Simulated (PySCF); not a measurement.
Match the calculated data to a structure.

All candidates are C5H6Cl2O.

- Rotational structure: rotational constants A, B, C: 1.920, 0.893, 0.659 GHz [GFN2-xTB]
- NMR, other nuclei: isotropic shieldings of nuclei other than C and H, by class: -303 (1 O), 651 (1 Cl), 816 (1 Cl) ppm [GIAO PBE0/pcSseg-1]
- UV, first state: lowest singlet excitation: 3.54 eV (350 nm, f = 0.000) [TDDFT PBE0/def2-SVPD]
- 13C NMR: chemical shifts (computed TMS as zero) by class: 199.6 (1 C), 169.1 (1 C), 132.2 (1 C), 49.0 (1 C), 35.7 (1 C) ppm [GIAO PBE0/pcSseg-1]
- UV, strongest line: among the 6 lowest singlet transitions: S2 at 5.09 eV (244 nm, f = 0.169) [TDDFT PBE0/def2-SVPD]
- Triplet: lowest triplet excitation (Tamm–Dancoff): 3.09 eV [TDA PBE0/def2-SVPD]
- Polarisability: 95.0 au [PBE0/def2-SVPD]

Electronic properties: PySCF, gas phase, density fitting. Levels stand in brackets. The structure is a single GFN2-xTB conformer in the gas phase; no vibrational or solvent corrections. NMR values are class means; diastereotopic atoms form classes of their own.

Question: Which candidate is it?
A. `CC/C=C(/Cl)C(=O)Cl`
B. `CC(=O)/C=C(/Cl)CCl`
C. `ClC1=C(Cl)COCC1`
D. `CC(C)=C(Cl)C(=O)Cl`
E. `CC/C(=C/Cl)C(=O)Cl`

Answer: B. It is `CC(=O)/C=C(/Cl)CCl`. Numbering: `[CH3:1][C:2](=[O:3])/[CH:4]=[C:5](/[Cl:6])[CH2:7][Cl:8]`. Its formula, C5H6Cl2O, gives 2 degrees of unsaturation: 0 rings and 2 π bonds in the structure found. 5 carbons fall into 5 classes; from least to most shielded: ketone carbonyl carbon [C2] (199.6 ppm), vinylic C–Cl carbon [C5] (169.1 ppm), alkene CH carbon [C4] (132.2 ppm), sp3 C–Cl carbon [C7] (49.0 ppm), methyl carbon next to a carbonyl [C1] (35.7 ppm). The other shieldings belong to: -303 ppm, ketone oxygen [O3]; 651 ppm, vinyl chlorine [Cl6]; 816 ppm, alkyl chlorine [Cl8]. S1 is mainly HOMO→LUMO (weight 0.96); the largest Löwdin shares of the orbital it empties are 0.57 on the ketone oxygen, 0.10 on the ketone carbonyl carbon, 0.09 on the methyl carbon next to a carbonyl and 0.07 on the alkene CH carbon, of the orbital it fills 0.24 on the vinylic C–Cl carbon, 0.18 on the ketone carbonyl carbon, 0.16 on the ketone oxygen and 0.15 on the alkene CH carbon. The optimised geometry has point group C1 and is an asymmetric top.

The others, at the same levels:
- `CC/C=C(/Cl)C(=O)Cl` fails: its computed 13C shifts are 175.5 (1 C), 165.8 (1 C), 135.8 (1 C), 29.1 (1 C), 15.0 (1 C) ppm, lowest singlet excitation is 4.23 eV (293 nm, f = 0.002) (against 3.54 eV) and rotational constant A is 2.049 GHz (against 1.920 GHz).
- `CC/C(=C/Cl)C(=O)Cl` fails: its computed 13C shifts are 173.2 (1 C), 149.5 (1 C), 141.1 (1 C), 32.0 (1 C), 12.2 (1 C) ppm and rotational constant A is 1.660 GHz (against 1.920 GHz).
- `ClC1=C(Cl)COCC1` fails: its computed lowest singlet excitation is 5.61 eV (221 nm, f = 0.000) (against 3.54 eV), lowest triplet excitation (Tamm–Dancoff) is 3.99 eV (against 3.09 eV) and static isotropic polarisability is 89.2 au (against 95.0 au).
- `CC(C)=C(Cl)C(=O)Cl` fails: its computed 13C shifts are 174.6 (1 C), 172.7 (1 C), 132.1 (1 C), 31.4 (1 C), 28.7 (1 C) ppm, rotational constant A is 2.024 GHz (against 1.920 GHz) and smallest rotational constant is 0.751 GHz (against 0.659 GHz).

Each candidate is one conformer, not necessarily the lowest. Dipoles, sizes and rotational constants follow the conformer. The torsions of the flexible species, by atom-mapped SMILES:
- `[CH3:1][C:2](=[O:3])/[CH:4]=[C:5](/[Cl:6])[CH2:7][Cl:8]`: C1–C2–C4–C5 172°, C4–C5–C7–Cl8 -115°
- `[CH3:1][CH2:2]/[CH:3]=[C:4](/[Cl:5])[C:6](=[O:7])[Cl:8]`: C1–C2–C3–C4 -100°, C3–C4–C6–O7 13°
- `[CH3:1][CH2:2]/[C:3](=[CH:4]/[Cl:5])[C:6](=[O:7])[Cl:8]`: C1–C2–C3–C4 -1°, C2–C3–C6–O7 178°
- `[CH3:1][C:2]([CH3:3])=[C:4]([Cl:5])[C:6](=[O:7])[Cl:8]`: C2–C4–C6–O7 5°

The conformers of `ClC1=C(Cl)COCC1` aren't listed.
